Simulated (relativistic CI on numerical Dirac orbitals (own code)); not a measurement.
# Pr4+: N4,5 absorption edge

Computed with this model: Dirac-Coulomb-Breit CI, orbitals from a KLI potential per configuration, a model potential for QED, valence Slater integrals scaled by 0.9, multiplet model of core-to-valence dipole absorption; configurations [Xe] 4f → [Kr] 4d9 4f2 5s2 5p6; 10 K; Lorentzian 0.3 eV and Gaussian 0.2 eV FWHM. Energies are those of the free ion, without screening or charge transfer. The branching ratio is the share of the lower-energy edge in the whole absorption, uncertain by about 0.02 where the edges overlap. S is read from ⟨S²⟩ = S(S + 1).

Field parameters in Wybourne normalisation; cubic f-shell fields have B⁴₄ = √(5/14) B⁴₀ and B⁶₄ = −√(7/2) B⁶₀. The field is a parameter set, without covalency.

Computed curve for free ion, scaled to 100 at the maximum (points under 2 are left out and the grid is thinned):

(Energy (eV), Intensity): (134.9, 2.0), (135.0, 2.4), (135.1, 2.9), (135.2, 3.7), (135.3, 4.6), (135.4, 6.1), (135.5, 8.4), (135.6, 12.3), (135.7, 19.5), (135.8, 33.8), (135.9, 59.7), (136.0, 89.4), (136.1, 94.6), (136.2, 68.9), (136.3, 40.0), (136.5, 14.0), (136.6, 9.4), (136.7, 6.7), (136.8, 5.1), (136.9, 4.0), (137.0, 3.2), (137.1, 2.6), (137.2, 2.2), (141.2, 2.3), (141.3, 2.8), (141.4, 3.4), (141.5, 4.3), (141.6, 5.6), (141.7, 7.7), (141.8, 11.4), (141.9, 18.6), (142.0, 32.5), (142.1, 52.7), (142.2, 65.0), (142.3, 55.5), (142.4, 36.6), (142.5, 24.2), (142.6, 18.5), (142.7, 14.8), (142.8, 11.5), (142.9, 9.6), (143.0, 9.2), (143.1, 10.0), (143.2, 12.3), (143.3, 17.1), (143.5, 45.9), (143.6, 76.5), (143.7, 100.0), (143.8, 90.0), (143.9, 58.6), (144.0, 33.3), (144.1, 19.6), (144.2, 12.6), (144.3, 8.8), (144.4, 6.5), (144.5, 5.0), (144.6, 4.0), (144.7, 3.3), (144.8, 2.7), (144.9, 2.3)

The ground state has S = 0.50, and the centroid lies at 140.31 eV.
